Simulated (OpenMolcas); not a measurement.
**OpenMolcas run: Mo III**

Input:

```
&GATEWAY
Coord
1

Mo 0.0 0.0 0.0
Basis=ANO-RCC-VTZP
Group=XYZ
NoMove
AngMom=0.0 0.0 0.0
AMFI
&SEWARD
&RASSCF
FileOrb=start.orb
Symmetry=1
Spin=5
nActEl=4 0 0
Inactive=9 9
Ras2=5 0
CIRoot=5 5 1
SDav=5
CIMx=300
Iter=120 100
PrWF=0.3
OrbListing=Nothing
MaxOrb=0
Atom
>>> COPY $Project.JobIph JOB001
&RASSCF
FileOrb=start.orb
Symmetry=1
Spin=3
nActEl=4 0 0
Inactive=9 9
Ras2=5 0
CIRoot=45 45 1
SDav=45
CIMx=300
Iter=120 100
PrWF=0.3
OrbListing=Nothing
MaxOrb=0
Atom
CIOnly
>>> COPY $Project.JobIph JOB002
&RASSCF
FileOrb=start.orb
Symmetry=1
Spin=1
nActEl=4 0 0
Inactive=9 9
Ras2=5 0
CIRoot=50 50 1
SDav=50
CIMx=300
Iter=120 100
PrWF=0.3
OrbListing=Nothing
MaxOrb=0
Atom
CIOnly
>>> COPY $Project.JobIph JOB003
&RASSI
NrOfJobIphs=3 5 45 50
1 2 3 4 5
1 2 3 4 5 6 7 8 9 10 11 12 13 14 15 16 17 18 19 20 21 22 23 24 25 26 27
28 29 30 31 32 33 34 35 36 37 38 39 40 41 42 43 44 45
1 2 3 4 5 6 7 8 9 10 11 12 13 14 15 16 17 18 19 20 21 22 23 24 25 26 27
28 29 30 31 32 33 34 35 36 37 38 39 40 41 42 43 44 45 46 47 48 49 50
IphNames
JOB001
JOB002
JOB003
EJob
SpinOrbit
DIPRint=1.0
SOCoupling=1000.0
Subsets=2
MEES
Property=10
'ANGMOM' 1 'ANGMOM' 2 'ANGMOM' 3 'MLTPL  1' 1 'MLTPL  1' 2 'MLTPL  1' 3
'AMFI' 1 'AMFI' 2 'AMFI' 3 'MLTPL  2' 6
SOProperty=3
'ANGMOM' 1 'ANGMOM' 2 'ANGMOM' 3
```

Launched by
```bash
OMP_NUM_THREADS=1 MOLCAS_MEM=1689 MOLCAS_PROJECT=a pymolcas a.inp > a.log  # once for each step of the input, in one work folder
```

A driver script runs the steps one by one and writes start.orb anew before each from the orbitals found so far, so a CI-only block uses the converged orbitals of the first block.

Output, cut to the results:

```
--- SEWARD ---
Basis set label: MO.ANO-RCC...7S6P4D2F1G.

      Electronic valence basis set:
      ------------------
      Associated Effective Charge  42.000000 au
      Associated Actual Charge     42.000000 au
      Nuclear Model: Point charge

      Shell  nPrim  nBasis  Cartesian Spherical Contaminant
         s      21       7        X
         p      18       6        X
         d      13       4                 X
         f       6       2                 X
         g       4       1                 X
                  Relativistic Douglas-Kroll-Hess integrals:
                    - DKH order of Hamiltonian: 2
                    - DKH order of Properties : 0
                  Atomic mean-field integrals
--- RASSCF ---
Wave function specifications:
      -----------------------------

      Number of closed shell electrons          36
      Number of electrons in active shells       4
      Max number of holes in RAS1 space          0
      Max nr of electrons in RAS3 space          0
      Number of inactive orbitals               18
      Number of active orbitals                  5
      Number of secondary orbitals              45
      Spin quantum number                      2.0
      State symmetry                             1
Orbital specifications:
      -----------------------

      Symmetry species                           1   2
                                                ag  au
      Frozen orbitals                            0   0
      Inactive orbitals                          9   9
      Active orbitals                            5   0
      RAS1 orbitals                              0   0
      RAS2 orbitals                              5   0
      RAS3 orbitals                              0   0
      Secondary orbitals                        22  23
      Deleted orbitals                           0   0
      Number of basis functions                 36  32
      Number of CSFs                             5
      Number of root(s) required                 5
      Iter CI   SX   CI       RASSCF       Energy    max ROT     max BLB   max BLB  Level Ln srch  Step   QN
          iter iter root      energy       change     param      element    value   shift minimum  type update
 Nr of preliminary CI iterations:   1
      Total energies have been shifted. Add                -4000.00 au
        1   1    8    0   -44.84907576    0.00E+00   1.45E-01*   8  14 2 -1.01E-01*  0.00   0.00    SX    NO
        2   1    9    0   -44.90429525   -5.52E-02*  4.48E-02    7  13 2  8.52E-02*  0.00   0.00    SX    NO
        3   1    8    0   -44.90989907   -5.60E-03*  2.80E-02    7  13 2 -3.54E-02*  0.00   0.00    SX    NO
        4   1    8    0   -44.91159375   -1.69E-03*  1.49E-02    7  13 2  2.09E-02*  0.00   0.00    SX    NO
        5   1    8    0   -44.91206358   -4.70E-04*  5.30E-03    7  13 2 -1.11E-02*  0.00   0.64    QN   YES
        6   1    7    0   -44.91227653   -2.13E-04*  2.05E-04    7  13 2 -2.71E-04*  0.00   1.03    QN   YES
        7   1    5    0   -44.91227676   -2.29E-07* -4.46E-06    9  17 1 -1.16E-05   0.00   1.00    QN   YES
        8   1    4    0   -44.91227676   -3.52E-10   9.40E-07    9  17 1 -3.46E-06   0.00   1.14    QN   YES
      Convergence after  8 iterations
        9   1    4    0   -44.91227676   -1.50E-11   9.40E-07    3  17 1 -2.52E-07   0.00   1.14    QN   YES
      Natural orbitals and occupation numbers for root  1
      sym 1:   1.000000   1.000000   0.000000   1.000000   1.000000
      Natural orbitals and occupation numbers for root  2
      sym 1:   1.000000   1.000000   1.000000   1.000000   0.000000
      Natural orbitals and occupation numbers for root  3
      sym 1:   1.000000   1.000000   1.000000  -0.000000   1.000000
::    RASSCF root number  1 Total energy:  -4044.91227676
::    RASSCF root number  2 Total energy:  -4044.91227676
::    RASSCF root number  3 Total energy:  -4044.91227676
::    RASSCF root number  4 Total energy:  -4044.91227676
::    RASSCF root number  5 Total energy:  -4044.91227676
--- RASSCF ---
Wave function specifications:
      -----------------------------

      Number of closed shell electrons          36
      Number of electrons in active shells       4
      Max number of holes in RAS1 space          0
      Max nr of electrons in RAS3 space          0
      Number of inactive orbitals               18
      Number of active orbitals                  5
      Number of secondary orbitals              45
...
--- RASSI ---
SPIN-FREE ENERGIES:
  (Shifted by EMIN (a.u.) =      -4044.9122767647)

 SF State       Relative EMIN(au)   Rel lowest level(eV)    D:o, cm**(-1)      L_eff

     1             0.0000000000        0.0000000000              0.0000         2.0
     2             0.0000000000        0.0000000000              0.0000         2.0
     3             0.0000000000        0.0000000000              0.0000         2.0
     4             0.0000000000        0.0000000000              0.0000         2.0
     5             0.0000000000        0.0000000000              0.0000         2.0
     6             0.0700765105        1.9068789927          15380.0163         5.0
     7             0.0700765105        1.9068789927          15380.0163         5.0
     8             0.0700765105        1.9068789927          15380.0163         5.0
     9             0.0700765105        1.9068789927          15380.0163         5.0
    10             0.0700765105        1.9068789927          15380.0163         5.0
    11             0.0700765105        1.9068789927          15380.0163         5.0
    12             0.0700765105        1.9068789927          15380.0163         5.0
    13             0.0700765105        1.9068789927          15380.0163         5.0
    14             0.0700765105        1.9068789927          15380.0163         5.0
    15             0.0700765105        1.9068789927          15380.0163         5.0
    16             0.0700765105        1.9068789927          15380.0163         5.0
    17             0.0788411971        2.1453782664          17303.6427         1.0
    18             0.0788411971        2.1453782664          17303.6427         1.0
    19             0.0788411971        2.1453782664          17303.6427         1.0
    20             0.0805879675        2.1929103091          17687.0144         3.0
    21             0.0805879675        2.1929103091          17687.0144         3.0
...
```

Levels above the lowest, from the spin-orbit matrix, grouped by J:

```json
{"Configuration": "4d4", "Term": "5D", "J": "0", "E (eV)": "0.0000", "Measured (eV)": "0.0000", "Term weight %": "99", "Second": ""}
{"Configuration": "4d4", "Term": "5D", "J": "1", "E (eV)": "0.0270", "Measured (eV)": "0.0300", "Term weight %": "99", "Second": ""}
{"Configuration": "4d4", "Term": "5D", "J": "2", "E (eV)": "0.0767", "Measured (eV)": "0.0829", "Term weight %": "100", "Second": ""}
{"Configuration": "4d4", "Term": "5D", "J": "3", "E (eV)": "0.1441", "Measured (eV)": "0.1518", "Term weight %": "100", "Second": ""}
{"Configuration": "4d4", "Term": "5D", "J": "4", "E (eV)": "0.2250", "Measured (eV)": "0.2321", "Term weight %": "99", "Second": ""}
{"Configuration": "4d4", "Term": "3H", "J": "4", "E (eV)": "1.9693", "Measured (eV)": "1.5721", "Term weight %": "94", "Second": "3 3G"}
{"Configuration": "4d4", "Term": "3P(1)", "J": "0", "E (eV)": "2.0226", "Measured (eV)": "1.3823", "Term weight %": "97", "Second": "2 1S(1)"}
{"Configuration": "4d4", "Term": "3H", "J": "5", "E (eV)": "2.0302", "Measured (eV)": "1.6460", "Term weight %": "97", "Second": "3 3G"}
{"Configuration": "4d4", "Term": "3H", "J": "6", "E (eV)": "2.0895", "Measured (eV)": "1.7124", "Term weight %": "99", "Second": ""}
{"Configuration": "4d4", "Term": "3P(1)", "J": "1", "E (eV)": "2.1764", "Measured (eV)": "1.5511", "Term weight %": "99", "Second": ""}
{"Configuration": "4d4", "Term": "3F(1)", "J": "3", "E (eV)": "2.2847", "Measured (eV)": "1.7294", "Term weight %": "77", "Second": "23 3G"}
{"Configuration": "4d4", "Term": "3F(1)", "J": "2", "E (eV)": "2.2952", "Measured (eV)": "1.7269", "Term weight %": "99", "Second": ""}
{"Configuration": "4d4", "Term": "3F(1)", "J": "4", "E (eV)": "2.3142", "Measured (eV)": "1.7725", "Term weight %": "80", "Second": "15 3G"}
{"Configuration": "4d4", "Term": "3P(1)", "J": "2", "E (eV)": "2.4143", "Measured (eV)": "1.7801", "Term weight %": "98", "Second": ""}
{"Configuration": "4d4", "Term": "3G", "J": "3", "E (eV)": "2.5192", "Measured (eV)": "1.9678", "Term weight %": "77", "Second": "23 3F(1)"}
{"Configuration": "4d4", "Term": "3G", "J": "4", "E (eV)": "2.5702", "Measured (eV)": "2.0188", "Term weight %": "81", "Second": "15 3F(1)"}
{"Configuration": "4d4", "Term": "3G", "J": "5", "E (eV)": "2.6077", "Measured (eV)": "2.0723", "Term weight %": "97", "Second": "3 3H"}
{"Configuration": "4d4", "Term": "1I", "J": "6", "E (eV)": "3.0241", "Measured (eV)": "2.5157", "Term weight %": "99", "Second": ""}
{"Configuration": "4d4", "Term": "3D", "J": "3", "E (eV)": "3.1821", "Measured (eV)": "2.4162", "Term weight %": "99", "Second": ""}
{"Configuration": "4d4", "Term": "3D", "J": "2", "E (eV)": "3.2008", "Measured (eV)": "2.4272", "Term weight %": "95", "Second": "3 1D(1)"}
{"Configuration": "4d4", "Term": "3D", "J": "1", "E (eV)": "3.2317", "Measured (eV)": "", "Term weight %": "99", "Second": ""}
{"Configuration": "4d4", "Term": "1G(1)", "J": "4", "E (eV)": "3.2348", "Measured (eV)": "2.5555", "Term weight %": "94", "Second": "3 3F(1)"}
{"Configuration": "4d4", "Term": "1S(1)", "J": "0", "E (eV)": "3.7085", "Measured (eV)": "2.8504", "Term weight %": "97", "Second": "2 3P(1)"}
{"Configuration": "4d4", "Term": "1D(1)", "J": "2", "E (eV)": "3.9159", "Measured (eV)": "2.8276", "Term weight %": "96", "Second": "2 3D"}
```

Against the 22 measured excited levels shown (Sugar and Musgrove, J. Phys. Chem. Ref. Data 17, 155 (1988)) the mean absolute deviation is 4100 cm-1; the largest miss in energy is 4d4 1D2(1): computed 3.9159, measured 2.8276 eV (+38.5 %), and the largest in proportion 4d4 3P0(1) (+46.3 %).

Levels of configurations with an s electron are missing; early in the row they begin among the upper levels of the d shell and mix with terms of their name. Without dynamic correlation excited terms often stand tens of per cent too high (terms of higher spin than the ground term too low), and those without a measured partner can miss by more than the paired ones. Some levels mix across a computed gap that differs much from the measured one, so their mixing is not that of the real levels. Terms from blocks run as CI alone lack orbitals of their own. Measured partners are found by configuration, term and J. A level has none where our copy of the source lacks it or the pairing is in doubt (some pairs that miss far off the trend of their configuration count as doubtful), and it then counts in no deviation. Levels of configurations outside the active space are missing. The table shows the lowest 24 of 34 levels.

The RASSCF and RASSI steps took 26 s on 1 thread of Arm Neoverse V1, on a shared host; the integral step is not counted.

The term weight is that of the spin-free term in the level, not the purity of its configuration. A number in round brackets counts repeated terms of one configuration in the order of the reference energies.
